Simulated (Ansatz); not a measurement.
C2H5O2, charge +1, singlet, geometry from GFN2-xTB; B3LYP/STO-3G (Ansatz, a first-principles code).

Ansatz was given this input:
Ansatz 0.2 input:
```yaml
crystal:
  periodic: [false, false, false]
  atoms:
    - {symbol: C, position_ang: [-1.03042963, -0.20472600, -0.02112033]}
    - {symbol: O, position_ang: [-0.73312942, -1.29679953, -0.24874157]}
    - {symbol: O, position_ang: [0.04062159, 0.83539826, 0.07348090]}
    - {symbol: H, position_ang: [-1.98763608, 0.30559936, 0.10443989]}
    - {symbol: C, position_ang: [1.42550223, 0.37698170, 0.08288634]}
    - {symbol: H, position_ang: [2.05413765, 1.22422046, -0.18596967]}
    - {symbol: H, position_ang: [1.70287093, -0.01912909, 1.05973032]}
    - {symbol: H, position_ang: [1.52164729, -0.40426881, -0.67126979]}
    - {symbol: H, position_ang: [-0.12139264, 1.55125391, 0.72455841]}
basis:
  gaussian:
    orbitals: STO-3G
hamiltonian:
  xc: b3lyp
total_charge: 1
accuracy: high
```

Output, abridged:

```
Functional definition: B3LYP
501 factors; integrals over basis functions are off by at most 6.4e-9 eV
mean field evaluation 1: about -6156.2387 eV, gradient 3.3e1 eV
mean field evaluation 2: about -6142.5755 eV, gradient 8.6e1 eV
mean field evaluation 4: about -6159.3575 eV, gradient 3.0e0 eV
mean field evaluation 8: about -6159.3393 eV, gradient 6.9e-2 eV
mean field evaluation 16: about -6159.3393 eV, gradient 2.4e-7 eV
mean field -6159.33926285 eV, -226.3515429597 hartree, gradient 2.9e-8 eV, S^2 0.000000; 0 other end points of the search recorded, 0 dependent functions left out
reference -6159.33929415 eV, -226.3515441097 hartree; 16, 16 occupied and 9, 9 virtual orbitals, 501 factors
Total energy: -6159.33929415 eV, -226.3515441097 hartree
```
